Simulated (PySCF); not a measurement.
Single conformer, no relativistic terms, one averaged value for each set of equivalent atoms, no solvent model. Geometry: GFN2-xTB; shielding tensors at PBE0/pcSseg-1 (GIAO); PySCF 2.14.

Referencing at the same level of theory: TMS for ¹H, ¹³C. Shifts are as computed. Against solution values, carbons near 30 ppm lie about +3 ppm off and those near 130 ppm about +5 ppm; carbons on Cl a further +6 ppm. Of 1211 compounds with measured shifts, 218 miss one by over three times the rms of a fit or turn the order of signals round; such compounds aren't used in these exercises. Carbons bonded to Cl come out too deshielded.

(1) Order these molecules by the shift of their most shielded carbon-bound hydrogen, lowest δ first.
A. ClC(Cl)[C@@H]1C[SiH2]1
B. [SiH3]c1ccccc1
C. C=C(C)[Si@H]([SiH3])C1COC1
D. C#CC(=O)C(=C)C=O

(2) Order these molecules by the shift of their most deshielded carbon-bound hydrogen, lowest δ first.
A. C=C(C)[Si@H]([SiH3])C1COC1
B. [SiH3]c1ccccc1
C. C#CC(=O)C(=C)C=O
D. ClC(Cl)[C@@H]1C[SiH2]1

(3) How many ¹³C and ¹H signals does each give (equivalence by symmetry and fast rotation, but not about amide C–N or C=N bonds)? `C=C(C)[Si@H]([SiH3])C1COC1`, `[SiH3]c1ccccc1`, `ClC(Cl)[C@@H]1C[SiH2]1`, `C#CC(=O)C(=C)C=O`

## Answers

(1) A (0.68 ppm, hydrogen on a three-membered-ring carbon), C (1.81 ppm, hydrogen on an allylic methyl carbon), D (2.97 ppm, hydrogen on a terminal alkyne carbon), B (7.65 ppm, hydrogen on an aromatic CH).

(2) D (5.14 ppm, hydrogen on an sp3 CH bonded to 2 Cl), A (5.95 ppm, hydrogen on a terminal =CH2 carbon), B (7.87 ppm, hydrogen on an aromatic CH), C (10.52 ppm, hydrogen on an aldehyde carbonyl carbon).

(3) C=C(C)[Si@H]([SiH3])C1COC1: 6 C, 10 H; [SiH3]c1ccccc1: 4 C, 4 H; ClC(Cl)[C@@H]1C[SiH2]1: 3 C, 6 H; C#CC(=O)C(=C)C=O: 6 C, 4 H.
